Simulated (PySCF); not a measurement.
Species: C₆H₁₂O₂Si.
Atom-mapped SMILES: `[CH3:1][C:2](=[O:3])[C@@H:4]1[CH2:5][O:6][CH2:7][CH2:8][SiH2:9]1` (hydrogens: H10, H11, H12 on C1; H13 on C4; H14, H15 on C5; H16, H17 on C7; H18, H19 on C8; H20, H21 on Si9)

The same species was optimised twice, with GFN2-xTB and with PBE0-D3(BJ)/def2-SVP (PySCF), and the same property calculations (PySCF, gas phase) were run on both structures.

| coordinate | GFN2-xTB | PBE0-D3(BJ)/def2-SVP | change |
| --- | --- | --- | --- |
| C8–Si9 (Å) | 1.900 | 1.883 | -0.017 |
| C4–Si9 (Å) | 1.922 | 1.910 | -0.012 |
| C2–C4 (Å) | 1.491 | 1.503 | +0.012 |
| O6–C7 (Å) | 1.407 | 1.402 | -0.005 |
| C5–O6 (Å) | 1.406 | 1.402 | -0.004 |
| C2=O3 (Å) | 1.209 | 1.211 | +0.002 |
| C7–C8 (Å) | 1.532 | 1.531 | -0.001 |
| C4–C5 (Å) | 1.534 | 1.535 | +0.001 |
| C1–C2 (Å) | 1.510 | 1.510 | 0.000 |
| C2–C4–Si9 (°) | 108.2 | 111.8 | +3.6 |
| C1–C2–C4 (°) | 114.7 | 116.9 | +2.2 |
| O3–C2–C4 (°) | 122.9 | 121.5 | -1.4 |
| C1–C2–O3 (°) | 122.4 | 121.6 | -0.8 |
| C4–Si9–C8 (°) | 102.2 | 102.9 | +0.7 |
| C7–C8–Si9 (°) | 109.5 | 110.1 | +0.6 |
| C4–C5–O6 (°) | 114.0 | 113.6 | -0.4 |
| C2–C4–C5 (°) | 111.8 | 112.2 | +0.4 |
| C1–C2–C4–C5 (°) | -152 | -159 | -7 |

Rotational constants: A = 2419, B = 976.8, C = 806.1 MHz (GFN2-xTB) against A = 2417, B = 975.3, C = 784.4 MHz (PBE0-D3(BJ)/def2-SVP). Point groups within 0.08 Å: C1 and C1.

On the GFN2-xTB structure: HOMO (eV) -7.03 [PBE0/pcSseg-1]; LUMO (eV) -0.43 [PBE0/pcSseg-1]; dipole (D) 2.77 [PBE0/pcSseg-1]; GIAO shielding of C1 (ppm) 154.4 [PBE0/pcSseg-1]; GIAO shielding of C2 (ppm) -24.7 [PBE0/pcSseg-1]; GIAO shielding of O3 (ppm) -311.3 [PBE0/pcSseg-1]; GIAO shielding of C4 (ppm) 142.7 [PBE0/pcSseg-1]; GIAO shielding of C5 (ppm) 114.5 [PBE0/pcSseg-1]; GIAO shielding of O6 (ppm) 294.5 [PBE0/pcSseg-1]; GIAO shielding of C7 (ppm) 116.4 [PBE0/pcSseg-1]; GIAO shielding of C8 (ppm) 175.7 [PBE0/pcSseg-1].

Question: What do these properties become on the PBE0-D3(BJ)/def2-SVP structure?

Answer: 
```json
{"property": "HOMO (eV)", "level": "PBE0/pcSseg-1", "on GFN2-xTB": "-7.03", "on PBE0-D3(BJ)/def2-SVP": "-7.08", "change": "-0.05"}
{"property": "LUMO (eV)", "level": "PBE0/pcSseg-1", "on GFN2-xTB": "-0.43", "on PBE0-D3(BJ)/def2-SVP": "-0.41", "change": "+0.02"}
{"property": "dipole (D)", "level": "PBE0/pcSseg-1", "on GFN2-xTB": "2.77", "on PBE0-D3(BJ)/def2-SVP": "2.95", "change": "+0.18"}
{"property": "energy, GFN2-xTB geometry as zero (kcal/mol)", "level": "PBE0/pcSseg-1", "on GFN2-xTB": "0.0", "on PBE0-D3(BJ)/def2-SVP": "-1.2", "change": "-1.2"}
{"property": "GIAO shielding of C1 (ppm)", "level": "PBE0/pcSseg-1", "on GFN2-xTB": "154.4", "on PBE0-D3(BJ)/def2-SVP": "154.3", "change": "-0.1"}
{"property": "GIAO shielding of C2 (ppm)", "level": "PBE0/pcSseg-1", "on GFN2-xTB": "-24.7", "on PBE0-D3(BJ)/def2-SVP": "-24.5", "change": "+0.2"}
{"property": "GIAO shielding of O3 (ppm)", "level": "PBE0/pcSseg-1", "on GFN2-xTB": "-311.3", "on PBE0-D3(BJ)/def2-SVP": "-321.4", "change": "-10.1"}
{"property": "GIAO shielding of C4 (ppm)", "level": "PBE0/pcSseg-1", "on GFN2-xTB": "142.7", "on PBE0-D3(BJ)/def2-SVP": "142.6", "change": "-0.1"}
{"property": "GIAO shielding of C5 (ppm)", "level": "PBE0/pcSseg-1", "on GFN2-xTB": "114.5", "on PBE0-D3(BJ)/def2-SVP": "114.2", "change": "-0.3"}
{"property": "GIAO shielding of O6 (ppm)", "level": "PBE0/pcSseg-1", "on GFN2-xTB": "294.5", "on PBE0-D3(BJ)/def2-SVP": "294.9", "change": "+0.4"}
{"property": "GIAO shielding of C7 (ppm)", "level": "PBE0/pcSseg-1", "on GFN2-xTB": "116.4", "on PBE0-D3(BJ)/def2-SVP": "116.2", "change": "-0.2"}
{"property": "GIAO shielding of C8 (ppm)", "level": "PBE0/pcSseg-1", "on GFN2-xTB": "175.7", "on PBE0-D3(BJ)/def2-SVP": "174.7", "change": "-1.0"}
```

The heavy atoms differ by 0.096 Å rms after alignment. Among bonds between heavy atoms C8–Si9 changes most (-0.017 Å). Changes are differences of the printed values. Neither structure is proved a minimum here.
